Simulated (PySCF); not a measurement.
Partial charges of `C=C/C=C\C=C/O[SiH3]`

Compound: C6H10OSi.
Z-matrix (Å and degrees, GFN2-xTB geometry), rows numbered from 1:
```
C 
C   1  1.3322
C   2  1.4391  1  123.11
C   3  1.3466  2  126.53  1   179.98
C   4  1.4359  3  126.63  2    -0.01
C   5  1.3405  4  123.25  3  -180.00
O   6  1.3432  5  122.74  4    -0.01
Si  7  1.6268  6  132.90  5   179.90
H   1  1.0763  2  122.02  3  -179.91
H   1  1.0780  2  121.55  3    -0.05
H   2  1.0811  1  119.35  3   179.93
H   3  1.0830  2  115.17  1     0.00
H   4  1.0821  3  118.70  2   179.96
H   5  1.0782  4  119.18  3     0.08
H   6  1.0840  5  121.04  4  -179.95
H   8  1.4647  7  110.32  6    60.05
H   8  1.4646  7  110.35  6   -60.18
H   8  1.4528  7   99.13  6   179.93
```

Density: PBE0/pcSseg-1 (PySCF); schemes: Mulliken, IAO, Hirshfeld and ESP-fitted. One conformer (not necessarily the lowest) at the GFN2-xTB geometry, without solvent, vibrations or thermal averaging.

Task: Tabulate the Mulliken, IAO, Hirshfeld and ESP-fitted charges.

Result: In e:

| atom | environment | Mulliken | IAO | Hirshfeld | ESP-fitted |
| --- | --- | --- | --- | --- | --- |
| C1 | terminal =CH2 carbon | -0.133 | -0.317 | -0.101 | -0.536 |
| C2 | alkene CH carbon | -0.195 | -0.135 | -0.048 | +0.069 |
| C3 | alkene CH carbon | -0.111 | -0.157 | -0.055 | -0.285 |
| C4 | alkene CH carbon | -0.084 | -0.145 | -0.053 | +0.004 |
| C5 | alkene CH carbon | -0.243 | -0.210 | -0.085 | -0.307 |
| C6 | vinylic carbon bearing oxygen | +0.239 | +0.058 | +0.033 | -0.044 |
| O7 | silyl ether oxygen | -0.588 | -0.583 | -0.182 | -0.223 |
| Si8 | oxygen-bound silicon | +0.697 | +0.881 | +0.401 | +0.582 |
| H9 | vinylic hydrogen | +0.112 | +0.152 | +0.045 | +0.192 |
| H10 | vinylic hydrogen | +0.111 | +0.145 | +0.044 | +0.213 |
| H11 | vinylic hydrogen | +0.108 | +0.140 | +0.045 | +0.118 |
| H12 | vinylic hydrogen | +0.093 | +0.144 | +0.044 | +0.163 |
| H13 | vinylic hydrogen | +0.104 | +0.157 | +0.040 | +0.093 |
| H14 | vinylic hydrogen | +0.115 | +0.150 | +0.046 | +0.172 |
| H15 | vinylic hydrogen | +0.095 | +0.135 | +0.049 | +0.141 |
| H16 | Si–H hydrogen | -0.108 | -0.147 | -0.078 | -0.119 |
| H17 | Si–H hydrogen | -0.108 | -0.147 | -0.078 | -0.119 |
| H18 | Si–H hydrogen | -0.103 | -0.122 | -0.069 | -0.115 |

Mean size of the charges over all atoms: IAO 0.218 e, ESP-fitted 0.194 e, Mulliken 0.186 e, Hirshfeld 0.083 e. Each set sums to the total charge, 0, to within 0.001 e. The Hirshfeld scheme weights the molecular density at each point by an atom's share of the summed free-atom densities.

Lowest charge. The schemes don't all agree: Mulliken O7 (-0.588); IAO O7 (-0.583); Hirshfeld O7 (-0.182); ESP-fitted C1 (-0.536).

Highest charge. All schemes agree: Mulliken Si8 (+0.697); IAO Si8 (+0.881); Hirshfeld Si8 (+0.401); ESP-fitted Si8 (+0.582).

Task: How closely do the schemes follow one another over all atoms?

Result: Correlation coefficient and root-mean-square difference: IAO with Hirshfeld 0.98, 0.177 e; Mulliken with IAO 0.96, 0.084 e; Mulliken with Hirshfeld 0.95, 0.144 e; IAO with ESP-fitted 0.87, 0.146 e; Hirshfeld with ESP-fitted 0.84, 0.158 e; Mulliken with ESP-fitted 0.76, 0.171 e.

Task: How many electrons does the Mulliken scheme count on C1?

Result: Z − q = 6 − (-0.133) = 6.133.
